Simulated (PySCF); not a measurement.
**Spinor energies of Cd⁴⁴⁺ (cadmium, charge +44)**

Start: [He] 2s2. Calculated with PySCF 2.14 in an uncontracted even-tempered set (17 s from 5.5 bohr⁻², ratio 2.6; 13 p from 7.2 bohr⁻², ratio 2.6; 7 d from 7.4 bohr⁻², ratio 2.8; 4 f from 140 bohr⁻², ratio 2.8): generalised Hartree-Fock with the X2C-1e Hamiltonian and a Gaussian nucleus; spin-orbit coupling (SO) screened by Boettger's factors.

```tsv
spinor shell	electrons	ε, screened SO (eV)	weight of nominal j (screened SO)	rms radius, screened SO (bohr)
1s1/2	2	-30966.6	1.000	0.0346
2s1/2	2	-7413.4	1.000	0.134
```

| quantity | screened SO |
| --- | --- |
| E (hartree) | -2899.37295 |
| M_J | 0 |
| ⟨J²⟩ | 0.000 |
| ⟨L²⟩ | 0.000 |
| ⟨S²⟩ | 0.000 |

Breit and QED terms are absent; they matter most for the inner s and p1/2 levels.

Densities and radii are taken from the X2C orbitals without a picture-change correction, which distorts them close to the nucleus.
